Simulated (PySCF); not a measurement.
# Working out the excitation energy of O⁺

O⁺ [He] 2s2 2p3 (4S) → O⁺ [He] 2s2 2p2 3s1 (4P). All numbers are calculated (PySCF 2.14, the non-relativistic Hamiltonian (point nucleus), in aug-cc-pwCVTZ (7s6p4d2f, 59 functions)). Frozen: nothing. Energies in hartree (1 hartree = 27.21139 eV):

| part | O⁺ (lower) | O⁺ (upper) |
| --- | --- | --- |
| UHF | -74.370995 | -73.534660 |
| MP2 opposite-spin | -0.116287 | -0.114053 |
| MP2 same-spin | -0.036704 | -0.023725 |

Q: What does Hartree-Fock give?

A: (-73.534660) − (-74.370995) = 0.836335 hartree = 22.758 eV.

Q: What do MP2 and SCS-MP2 (6/5 opposite-spin, 1/3 same-spin) give?

A: The opposite-spin parts differ by 0.061 eV and the same-spin parts by 0.353 eV. MP2: 22.758 + (0.061) + (0.353) = 23.172 eV. SCS-MP2: 22.758 + 1.2 × (0.061) + (0.353)/3 = 22.949 eV.

Measured between the centres of the two terms (NIST): 22.987 eV, so MP2 (valence and next inner shell) is off by 0.185 eV.

What remains against the reference includes basis incompleteness and correlation beyond second order.
